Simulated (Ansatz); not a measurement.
Pulling on the Ge1–Br3 bond in BrFGe (SMILES [F][Ge][Br]) (multiplicity 1 held, fragments rigid). Energies count from the point at 2.367 Å.
Geometry at that point (charge 0, multiplicity 1):
```xyz
3

Ge     0.5401    -0.4560     0.8125
F      1.4905    -1.3280    -0.3878
Br    -0.8771     0.7584    -0.6431
```

Restricted levels (R-, RO-) in cc, def2 and unpolarised 6-31G sets keep to the state of the molecule at rest. Unrestricted levels (U-) break spin symmetry where that is lower. Active spaces are followed from a long bond inwards. Curves can end on different states.

Correlated levels freeze the cores. Filled d and f shells under p-block atoms count as core.

Programs: Ansatz (Gaussian basis) for Hartree–Fock, density functionals and correlated methods. Values without a source in brackets are computed.

Energies in kcal/mol.

```csv
R (Å),R-HF/cc-pVTZ,U-wB97X-V/cc-pVTZ,R-MP2/cc-pVTZ,R-SCS-MP2/cc-pVTZ,U-SCS-MP2/cc-pVTZ,"FIC-MRCISD+Q on CASSCF(6,4)/cc-pVTZ"
1.894,56.2,52.0,56.6,57.3,57.3,56.5
2.130,8.7,7.4,8.9,9.2,9.2,8.8
2.367,0.0,0.0,0.0,0.0,0.0,0.0
2.604,6.5,7.2,6.5,6.2,6.2,5.7
2.840,18.3,19.4,18.6,17.9,17.9,17.3
3.195,37.7,39.3,38.4,37.4,37.4,36.4
3.550,55.3,57.2,56.4,55.0,66.0,53.2
4.142,78.2,76.3,79.5,77.8,81.3,72.9
4.734,94.4,84.5,95.2,93.3,84.6,80.8
5.444,107.8,87.5,106.7,104.4,85.5,82.9
6.391,119.0,88.1,112.7,109.6,85.6,83.2
7.574,127.2,88.2,111.4,106.7,85.7,83.3
```

Doubts at one or more of the structures used: a restricted determinant that unrestricted orbitals would lower (R-HF/cc-pVTZ, R-MP2/cc-pVTZ, R-SCS-MP2/cc-pVTZ); a spin-contaminated determinant (U-wB97X-V/cc-pVTZ, U-SCS-MP2/cc-pVTZ); active orbitals that take no part (FIC-MRCISD+Q on CASSCF(6,4)/cc-pVTZ).

Ansatz is an electronic-structure program.
